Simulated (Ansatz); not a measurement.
Cu₂Te⁻, 3 atoms. Hardware: 2 threads of Arm Neoverse V1 on a shared host.

In the def2 sets Te takes a core potential; there is no spin–orbit coupling. Correlated methods freeze 22 core orbitals; core or outer-core shells of Te are correlated, in sets that lack core-valence functions.

(1) How many basis functions does each of these Ansatz runs have, and roughly what does it cost? r2SCAN-D4/def2-TZVPD, charge 0 singlet at the geometry of the charge -1 doublet, energy, from earlier orbitals; ωB97X-V/def2-TZVPD, charge -1 doublet, energy, from earlier orbitals; MP2/def2-TZVPD, charge -1 doublet, energy, from earlier orbitals; PBE0-D4/def2-TZVPD, charge -1 doublet, frequencies; BHLYP-D4/def2-TZVPD, charge -1 doublet, energy, from earlier orbitals; PBE0-D4/def2-SVP, charge -1 doublet, energy with a search over starts; PBE0-D4/def2-TZVPD, charge -1 doublet, energy, from earlier orbitals; RPA@PBE/def2-TZVPD, charge -1 quartet, energy, from earlier orbitals; PBE0-D4/def2-SVP, charge 0 singlet at the geometry of the charge -1 doublet, energy with a search over starts; r2SCAN-D4/def2-TZVPD, charge 0 triplet at the geometry of the charge -1 doublet, energy, from earlier orbitals; CCSD(T)/def2-SVPD, charge -1 doublet, energy, from earlier orbitals; B97M-V/def2-TZVPD, charge -1 doublet, energy, from earlier orbitals.

Results:

(1) Other jobs shared the machine, so times can vary by a factor of up to 3. A dash marks memory too small to be measured apart from the calling script's.

```
                                                                                                           run  functions  fitting or Cholesky vectors  wall time  peak host memory (GiB)
 PBE0-D4/def2-SVP, charge 0 singlet at the geometry of the charge -1 doublet, energy with a search over starts         88                         1027      2.4 s                       –
r2SCAN-D4/def2-TZVPD, charge 0 singlet at the geometry of the charge -1 doublet, energy, from earlier orbitals        155                         1387        7 s                       –
                                              MP2/def2-TZVPD, charge -1 doublet, energy, from earlier orbitals        155                         1492      7.5 s                    0.56
                                         PBE0-D4/def2-SVP, charge -1 doublet, energy with a search over starts         88                         1027      9.5 s                       –
                                          PBE0-D4/def2-TZVPD, charge -1 doublet, energy, from earlier orbitals        155                         1492       13 s                    0.61
                                          RPA@PBE/def2-TZVPD, charge -1 quartet, energy, from earlier orbitals        155                         1492       13 s                       –
r2SCAN-D4/def2-TZVPD, charge 0 triplet at the geometry of the charge -1 doublet, energy, from earlier orbitals        155                         1387       14 s                       –
                                         BHLYP-D4/def2-TZVPD, charge -1 doublet, energy, from earlier orbitals        155                         1492       14 s                    0.62
                                           CCSD(T)/def2-SVPD, charge -1 doublet, energy, from earlier orbitals        103                         1170       21 s                    0.67
                                           B97M-V/def2-TZVPD, charge -1 doublet, energy, from earlier orbitals        155                         1387       24 s                       –
                                          ωB97X-V/def2-TZVPD, charge -1 doublet, energy, from earlier orbitals        155                         1492       29 s                    0.86
                                                            PBE0-D4/def2-TZVPD, charge -1 doublet, frequencies        155                         1604    1.7 min                    0.74
```
